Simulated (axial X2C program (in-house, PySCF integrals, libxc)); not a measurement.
Nuclear properties of ClSeCl

Computed with an in-house all-electron X2C program for linear molecules (integrals from PySCF): two-component X2C with atomic mean-field Coulomb and Gaunt terms, Gaussian nuclei, basis Cl dyall-av3z, Se dyall-v3z with contracted cores.

Cl–Se–Cl held linear, with bonds 2.270 and 2.270 Å (near the PBE0 minimum at charge 0 of the determinant lowest at the starting distance; the state shown can have its own minimum elsewhere, held linear; other orders of the atoms were not compared).

Input and command:
```json
{"zs": [17, 34, 17], "q": 0, "bas": ["dyall-av3z", "dyall-v3z", "dyall-av3z"], "r0": [2.15, 2.15], "symm": 1, "scan": ["PBE0", "HF", "r2SCAN"], "levels": ["PBE0", "HF", "PBE"], "nst": 2}
```
```bash
python solin.py task.json out
```

Keys: zs atomic numbers; q charge; bas basis sets; r0 starting distance in Å; symm equal bonds; scan levels of the two-bond scan; levels methods; nst determinants followed.

Determinant lowest in the PBE0 search, Ω = 1 (⟨Sz⟩ = 1.00, ⟨Lz⟩ = 0.00 at PBE0), spin on the atoms Cl 0.11, Se 0.77, Cl 0.11:

```
level  A∥/gI Cl (MHz)  qzz Cl (a.u.)  A∥/gI Se (MHz)  qzz Se (a.u.)
 PBE0           -55.8           1.17            -638           4.11
   HF           -28.7           1.45            -828           4.34
  PBE           -65.9           1.04            -573           4.10
```

Determinant 0.46 eV from it at PBE0 and this distance, Ω = 0 (closed shell), highest spinor 51% Se p, 41% Cl p, 6% Cl d:

| level | qzz Cl (a.u.) | qzz Se (a.u.) |
| --- | --- | --- |
| PBE0 | 0.98 | 4.77 |
| HF | 1.20 | 4.92 |
| PBE | 0.89 | 4.69 |

A∥ (defined per Ω) follows by multiplying with gI = μI/(I μN); qzz is the electric field gradient, eQq0 = 234.96 MHz × Q/barn × qzz. The operators were transformed with the bare-nucleus X2C matrices; with these basis sets, hyperfine constants and field gradients can be off by tens of per cent, and where levels differ in sign neither size nor sign is settled.

**Question.** With Q(35Cl) = -0.08112 barn, gI(77Se) = 1.0701 (g factors from the IAEA table of nuclear moments by Stone; Q from Pyykkö, Mol. Phys. 2018), turn the PBE0 values of the first state into constants in MHz.

**Answer.** eQq0(35Cl) = 234.96 × (-0.08112) × (1.17) = -22.3 MHz; A∥(77Se) = -638 × 1.0701 = -683 MHz.

The molecule was held linear; bending was not examined, so a bent shape may lie lower.

Each state is one determinant with collinear spin, which with several unpaired electrons need not be a pure state. Unrestricted Hartree–Fock can overshoot spin polarisation at the nuclei. A closed determinant beside an open π² or δ² triplet, such as (π1/2)², mixes with its partner pair into the 0⁺ component of the triplet and ¹Σ⁺, so its energy is not that of a level, and 0⁺ can lie lowest. With several open shells hyperfine constants can be off by a factor of several. Open-shell Ω = 0 determinants with evenly filled partner blocks cannot be reached by this program, so the Ω shown need not be the lowest component. States lie within half an eV, so the first need not be the ground state. Where a field gradient or hyperfine factor spreads by more than a factor of two over the levels, a constant derived from it is not to be relied on. PBE0 term energies can be off by some tenths of an eV.
